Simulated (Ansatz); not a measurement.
Geometry optimisation, RHF/def2-SVP (Ansatz 0.2.0).

The input (input.yaml):

```yaml
crystal:
  periodic: [false, false, false]
  atoms:
    - { symbol: W, position_ang: [0.21678, -0.390049, -0.287706] }
    - { symbol: F, position_ang: [0.5837, 0.037017, 2.712912] }
    - { symbol: Cl, position_ang: [2.452988, -0.671991, 0.176099] }
    - { symbol: Cl, position_ang: [0.012635, 3.425303, -0.731391] }
    - { symbol: Cl, position_ang: [-1.864723, -0.122688, 0.646628] }
    - { symbol: Cl, position_ang: [-0.143502, -2.652524, -0.695954] }
    - { symbol: Cl, position_ang: [0.221068, 0.303645, -2.487382] }
    - { symbol: Cl, position_ang: [0.61011, 1.891711, 0.484665] }
    - { symbol: H, position_ang: [0.552943, 0.931877, 2.879931] }
basis:
  gaussian: { orbitals: def2-SVP }
hamiltonian:
  xc: hf
relax:
  f_tol: 0.03
  max_steps: 50
```

Run as:

```bash
$ ansatz run input.yaml --threads 4 --pin off --max-ram 5120MiB --backend cpu --events-out ev --progress --plain --runs-dir out
```

Where does it end, and by what steps?

The forces met the threshold. The force dipped under the threshold on the way, but the program's further checks kept it going. After 29 steps the energy has fallen by 0.749 eV; Cl8 moved furthest, 1.16 Å. Parted: W1–Cl8 (2.44 → 4.40 Å).

| step | energy less start (eV) | largest force component (eV/Å) | accepted |
| --- | --- | --- | --- |
| 0 | 0.0000 | 1.555 | yes |
| 2 | -0.3503 | 2.456 | yes |
| 4 | -0.5403 | 0.695 | yes |
| 6 | -0.5693 | 0.770 | yes |
| 8 | -0.6252 | 0.291 | yes |
| 10 | -0.6691 | 1.062 | yes |
| 12 | -0.7099 | 0.196 | yes |
| 14 | -0.7284 | 0.260 | yes |
| 16 | -0.7378 | 0.130 | yes |
| 18 | -0.7338 | 1.117 | no |
| 20 | -0.7456 | 0.360 | no |
| 22 | -0.7472 | 0.049 | yes |
| 24 | -0.7478 | 0.168 | yes |
| 26 | -0.7486 | 0.003 | yes |
| 28 | -0.7490 | 0.044 | yes |
| 29 | -0.7491 | 0.029 | yes |

```xyz
9
Properties=species:S:1:pos:R:3
W 0.162 -1.129 -0.614
F 0.639 0.666 2.800
Cl 2.399 -0.775 -0.476
Cl 0.644 4.336 -0.578
Cl -1.621 -0.548 0.725
Cl 0.104 -3.377 -0.253
Cl -0.348 0.142 -2.432
Cl 0.897 2.949 0.872
H -0.235 0.488 2.654
```

Whether the end is a true minimum wasn't checked by a vibrational analysis.

Time of the run: 2.6 min on 4 threads of Arm Neoverse V1 (shared host), peak memory 0.68 GiB.
